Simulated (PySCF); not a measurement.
Computed structure and properties of TlI3

System: TlI3 (singlet); start: template (C3v). Method: PySCF 2.14.0, RKS r2SCAN, Tl def2-SVP with ECP60, I def2-SVP with ECP28; non-relativistic Hamiltonian with scalar-relativistic core potentials where named; density fitting; no spin-orbit coupling.

Input of the relaxation:

```python
mol = gto.M(atom='''
Tl    -0.00000    -0.00000     0.61018
I      2.57790     0.00003    -0.32852
I     -1.28897     2.23251    -0.32852
I     -1.28893    -2.23254    -0.32852''',
    basis={'Tl': 'def2-SVP', 'I': 'def2-SVP'},
    ecp={'Tl': 'def2-SVP', 'I': 'def2-SVP'},
    charge=0, spin=0)
mf = dft.RKS(mol, xc='R2SCAN')
mf.grids.atom_grid = (50, 194)
mf = mf.density_fit()  # fitting sets: Tl def2-universal-JKFIT, I def2-universal-JKFIT
mf.conv_tol = 1e-08; mf.max_cycle = 55
mf.kernel(dm0)  # dm0: converged density of the start geometry
# quasi-Newton relaxation in Cartesian coordinates to a largest gradient under 0.00045 Eh/bohr, steps kept in the point group
```

Run from Python with OMP_NUM_THREADS=2; the lines above give its settings. Where DIIS fails, smearing, a level shift and second-order steps follow.
It took 42 s on 2 threads of Arm Neoverse V1, on a shared host, from the converged density of the start.

Course of the relaxation:

```
step  energy above end (eV)  largest force component within the symmetry (eV/Å)
   0                 0.5407                                               0.903
   1                 0.2836                                               0.670
   2                 0.0984                                               0.489
   3                 0.0449                                               0.405
   4                 0.0227                                               0.271
   5                 0.0000                                               0.023
   6                 0.0000                                               0.004
```

Relaxed geometry (D3h):

```xyz
4

Tl    0.0000    0.0000   -0.0949
I     2.7359    0.0000   -0.0935
I    -1.3679    2.3693   -0.0935
I    -1.3679   -2.3693   -0.0935
```

```tsv
contact	Å
Tl1–I2 (I)	2.736
Tl1–I3 (I)	2.736
Tl1–I4 (I)	2.736
```

On the finer grid (75, 302):

```json
{"HOMO": "-7.01 eV", "LUMO": "-4.73 eV", "Dipole about the centre of mass": "0.00 D", "Set of Mulliken populations of Tl1 outside the core potential": "s 3.35, p 7.09, d 10.14", "D3(BJ) dispersion energy (not in the energies)": "-0.053 eV"}
```

```csv
atom,Mulliken (e),Löwdin (e),spin (e)
Tl1,0.42,-0.18,0.00
I2,-0.14,0.06,0.00
I3,-0.14,0.06,0.00
I4,-0.14,0.06,0.00
```

No frequency check is given for this geometry.

Taking off one I (charge -1, singlet; the rest: singlet) in vacuum, both parts rigid, costs 7.72 eV; the small basis without counterpoise inflates it. Most of it is the attraction of opposite charges; other ways to part are cheaper, and one spin state was tried for the rest.

Rigid scan of I along the line from its metal:

distance to I2 (Å), energy (eV) and a bar:
```
     2.44      0.569 ############
     2.54      0.220 ####
     2.64      0.046 #
     2.74      0.000 
     2.84      0.036 #
     2.94      0.129 ###
     3.14      0.408 ########
     3.44      0.895 ##################
     3.84      1.470 ##############################
```

One start shape was tried, so this needn't be the lowest isomer.
